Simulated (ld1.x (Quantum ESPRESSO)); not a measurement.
## What one change does to a pseudopotential (Ge (Z = 32), TM)

```
Element                 : Ge
Generator               : ld1.x (Quantum ESPRESSO) 7.5
Type                    : norm-conserving Troullier–Martins (Kleinman–Bylander form)
Functional              : LDA (PZ)
Relativity              : scalar-relativistic
Frozen core             : [Ar] 3d10
Valence charge          : 4
Reference configuration : 4s2 4p0.5 (charge +1.5)
Partial waves           : 4s (bound): rc 1.60 bohr; 4p (bound): rc 1.85 bohr; 4d channel at 0.1 Ry: rc 1.80 bohr
Local potential         : the d channel
Core correction         : Bessel-smoothed model core inside 1.00 bohr
```

All-electron outer shells of the reference configuration (LDA (PZ), scalar-relativistic, ld1.x):

| shell | level (eV) | outermost node (bohr) | outermost maximum (bohr) |
| --- | --- | --- | --- |
| 4s | -24.76 | 0.77 | 1.69 |
| 4p | -15.68 | 0.82 | 2.01 |

Change: local potential all-electron potential smoothed inside 1.60 bohr (lloc = -2).

Cutoffs: the cutoffs (Ry, on a coarse ladder) from which the occupation-weighted sum of valence levels, in a spherical-Bessel basis at the reference potential, stays within 10 and 1 mRy of its value at 400 Ry; they do not see the model core or the augmentation charge, which bear on the density cutoff. Errors are all-electron minus pseudo energies relative to the spin-unpolarised reference configuration.

Q: Predict the effect on cutoff, ghosts and configuration errors.

A: The potential gets harder (18 Ry and 45 Ry → 30 Ry and 45 Ry); the bound ghost in p, s disappears; of the 9 tests that both files solve, the error grows in 0 and shrinks in 7 by more than 15 % and 0.3 meV (median size 7.3 → 5.6 meV); the range in which the p phases agree narrows (upper end 4.9 → 3.1). In the separable form a ghost depends on how the local part lies against the semilocal potential of the channel, so the choice of the local part can create or remove one.

| quantity | base | changed |
| --- | --- | --- |
| cutoff, loose | 18 Ry | 30 Ry |
| cutoff, tight | 45 Ry | 45 Ry |
| loose cutoff by channel (10 mRy a level) | s 15 Ry, p 15 Ry | s 15 Ry, p 6 Ry |
| bound ghosts | s, p | none |
| error for 4s2 4p2, meV [ΔE -14.41 eV] | -18 | -8.8 |
| error for 4s2 4p1, meV [ΔE -6.78 eV] | -3.0 | -1.7 |
| error for 4s2 4p0, meV [ΔE 8.94 eV] | -7.3 | -6.2 |
| error for 4s2 4p1.5, meV [ΔE -11.52 eV] | -11 | -5.6 |
| error for 4s1 4p2, meV [ΔE 2.00 eV] | -4.2 | -4.2 |
| error for 4s2 4p2.3, meV [ΔE -15.34 eV] | -22 | -9.8 |
| error for 4s1 4p3, meV [ΔE -6.37 eV] | -5.9 | -2.4 |
| error for 4s2 4p0.5 (spin-polarised), meV [ΔE -0.05 eV] | -0.3 | -0.2 |
| error for 4s2 4p2 (spin-polarised), meV [ΔE -14.98 eV] | -21 | -8.9 |
| s: phases at 2.00 bohr within 0.05 rad from the reference energy up to (Ry; the scan ends near 5) | 2.3 | 1.8 |
| p: phases at 2.00 bohr within 0.05 rad from the reference energy up to (Ry; the scan ends near 5) | 4.9 | 3.1 |
| d: phases at 2.00 bohr within 0.05 rad from the reference energy up to (Ry; the scan ends near 5) | 0.7 | 0.8 |

 A true bound ghost makes a file unfit for plane-wave use even where its test errors are small: the radial tests pick states by their node count and pass the ghost by.
